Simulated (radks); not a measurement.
All-electron atom: Cd3+ in [Kr] 4d9 (the NIST ground configuration).

All-electron calculation, scalar-relativistic Kohn-Sham, LB94 model potential, spin-polarised, spherical densities, finite nucleus; open shells are filled with parallel spins first (spin-orbit coupling, left out, can overturn this in heavy ions); Fermi nuclear charge, rms radius 4.6087 fm. Program: a radial shooting solver on a logarithmic mesh with Libxc functionals.

Energy parts (eV):
part                   energy
kinetic            158853.268
electron-nucleus  -366927.505
Hartree             60078.775
(The LB94 potential has no energy functional, so no total or exchange-correlation energy is given.)

Orbitals (lengths in bohr, moments of r in powers of bohr; <r^-3> diverges for s and p1/2):
orbital  occ.  eigenvalue (eV)  <r^-3>      <r>      <r^4>     <r^2>
1s down     1        -26702.77       -  0.03035  4.033e-06  0.001245
1s up       1        -26702.76       -  0.03035  4.033e-06  0.001245
2s up       1        -4015.690       -   0.1314  0.0007091   0.02033
2s down     1        -4015.650       -   0.1313  0.0007090   0.02033
2p up       3        -3612.820    4105   0.1145  0.0005076   0.01601
2p down     3        -3612.804    4106   0.1145  0.0005076   0.01600
3s up       1        -790.4045       -   0.3581    0.03268    0.1465
3s down     1        -790.3324       -   0.3581    0.03270    0.1465
3p up       3        -657.7089   738.2   0.3565    0.03465    0.1473
3p down     3        -657.6306   737.7   0.3565    0.03467    0.1474
3d up       5        -449.3397   102.0   0.3333    0.03225    0.1320
3d down     5        -449.2204   102.0   0.3334    0.03228    0.1321
4s up       1        -149.8834       -   0.8749      1.131    0.8677
4s down     1        -149.5746       -   0.8741      1.127    0.8664
4p up       3        -110.8287   128.4   0.9533      1.691     1.040
4p down     3        -110.4717   128.9   0.9525      1.686     1.039
4d up       5         -54.7844   11.45    1.199      5.111     1.698
4d down     4         -54.3793   11.50    1.199      5.120     1.697

The highest occupied level is 4d down at -54.379 eV. Summed over all electrons, <r^2> = 25.89 bohr^2, which gives a Langevin (diamagnetic) susceptibility term of -20.5 x 10^-6 cm^3/mol. For comparison, the ionisation energy in NIST's Atomic Spectra Database is 51 eV (theoretical). In exact Kohn-Sham theory the highest level is minus the ionisation energy, but local and semilocal functionals leave it too shallow, through self-interaction and a potential that decays too fast; potentials with the right tail come closer. The spin density at the nucleus is -0.588 e/bohr^3 (1s 0.036, 2s -0.406, 3s 0.830, 4s -1.048).
